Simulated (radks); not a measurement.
Values are calculated unless marked as measured or tabulated.
Task: The mean radii <r> (bohr) of the occupied orbitals of an atom or ion are listed with their occupations. Level of theory: scalar-relativistic Kohn-Sham, PBE, spin-polarised, spherical densities, point nucleus (a radial shooting solver on a logarithmic mesh with Libxc functionals).

orbital  occ.      <r>
1s up       1  0.02274
1s down     1  0.02274
2s up       1  0.09700
2s down     1  0.09700
2p up       3  0.08547
2p down     3  0.08547
3s up       1   0.2550
3s down     1   0.2548
3p up       3   0.2534
3p down     3   0.2532
3d up       5   0.2311
3d down     5   0.2308
4s up       1   0.5794
4s down     1   0.5792
4p up       3   0.6135
4p down     3   0.6133
4d up       5   0.6710
4d down     5   0.6714
5s up       1    1.403
5s down     1    1.425
5p up       3    1.649
5p down     3    1.688
6s up       1    4.274
4f up       6   0.9934
6s down     1    4.418

Name the element and its charge. Open shells, if any, are filled with parallel spins first.

Result: Z = 62, samarium, charge 0: Sm in [Xe] 4f6 6s2. The 1s radius gives Z: for a bare nucleus <r> = (2 gamma + 1)/(2Z) with gamma = sqrt(1 - (Z/c)^2), 0.02245 bohr for Z = 62, and screening makes it slightly larger (0.02274 here). The occupations add up to 62, and the charge is Z minus that.
